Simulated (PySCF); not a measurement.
Compound: CH₈BNO.
Atom-mapped SMILES: `[NH3+:1][BH2-:2][CH2:3][OH:4]` (hydrogens: H5, H6, H7 on N1; H8, H9 on B2; H10, H11 on C3; H12 on O4)

Torsions of this conformer, `[NH3+:1][BH2-:2][CH2:3][OH:4]`: N1–B2–C3–O4 -48°, H–O4–C3–B2 -68°.

The closed-shell ground state was solved at several levels (PySCF, density fitting, gas phase, non-relativistic). Geometry: PBE0-D3(BJ)/def2-SVP, one conformer, isolated molecule.

```json
{"level": "B3LYP/pcSseg-2", "basis functions": "256", "total energy (Eh)": "-197.8500", "HOMO (eV)": "-6.75", "LUMO (eV)": "-0.46", "gap (eV)": "6.29", "dipole (D)": "3.69"}
{"level": "B97-2/pcJ-1", "basis functions": "188", "total energy (Eh)": "-197.6943", "HOMO (eV)": "-6.61", "LUMO (eV)": "0.60", "gap (eV)": "7.21", "dipole (D)": "3.79"}
{"level": "mPW1PW91/pcSseg-2", "basis functions": "256", "total energy (Eh)": "-197.7882", "HOMO (eV)": "-6.99", "LUMO (eV)": "-0.13", "gap (eV)": "6.86", "dipole (D)": "3.71"}
{"level": "B3LYP/pcJ-1", "basis functions": "188", "total energy (Eh)": "-197.7757", "HOMO (eV)": "-6.65", "LUMO (eV)": "0.22", "gap (eV)": "6.87", "dipole (D)": "3.78"}
{"level": "PBE0/def2-TZVP", "basis functions": "172", "total energy (Eh)": "-197.5974", "HOMO (eV)": "-6.92", "LUMO (eV)": "0.29", "gap (eV)": "7.21", "dipole (D)": "3.72"}
```

(1) What might PBE/pcSseg-2 (256 basis functions) give for the same quantities?

(2) In the pcSseg-2 basis, how does the gap go with the fixed share of exact exchange?

(3) How far do the dipole and the HOMO energy spread over the levels?

Answers

(1) Total energy -197.5838 Eh, HOMO -5.49 eV, LUMO -0.87 eV, gap 4.62 eV, dipole 3.66 D.

(2) PBE (0 %) 4.62 eV; B3LYP (20 %) 6.29 eV; mPW1PW91 (25 %) 6.86 eV. Each rise in the share widens the gap here.

(3) The dipole runs from 3.66 to 3.79 D (mean 3.73 D) and the HOMO from -6.99 to -5.49 eV.
